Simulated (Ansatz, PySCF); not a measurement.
Mo(O)(S)(F)(NH2) (FH₂MoNOS), SMILES [F][Mo]([NH2])(=[O])=[S], multiplicity 1.

Geometry: B3LYP-D3(BJ)/def2-SVP. The multiplicity is an assumed one; no other spin state was optimised. The structure was generated by enumeration; whether it is a known compound was not checked. The def2 effective core potentials stand for the cores of Mo; spin–orbit coupling is left out. One conformer was computed; it need not be the lowest.

Vertical ionisation energy (IE) and electron affinity (EA) in eV. Rows of orbital energies are one-electron estimates. Where ΔSCF, EOM or ADC give a negative EA the extra electron is unbound and the value depends on the basis.

```tsv
level	IE	EA
−ε(HOMO), −ε(LUMO), B3LYP/def2-TZVP (PySCF)	7.62	3.28
−ε(HOMO), −ε(LUMO), PBE/def2-TZVP (PySCF)	[?]	[?]
ΔSCF, PBE0/def2-SVPD (Ansatz), final states of multiplicity 2 and 2	9.95	1.38
ΔSCF, PBE/def2-SVPD (Ansatz), final states of multiplicity 2 and 2	9.77	0.95
```

Question: What belongs in the gaps? (Estimate from the structure and the level; the computed values follow.)

Answer: 
- −ε(HOMO), −ε(LUMO), PBE/def2-TZVP (PySCF), IE: 6.60
- −ε(HOMO), −ε(LUMO), PBE/def2-TZVP (PySCF), EA: 3.74

Question: What vertical singlet–triplet gap does ΔSCF give with PBE0/def2-SVPD (Ansatz, a program for electronic structure) and with PBE/def2-SVPD (Ansatz)? (The exact figures need the calculation; the answer reports its results.)

Answer: 2.52 and 2.85 eV (triplet above singlet where positive).
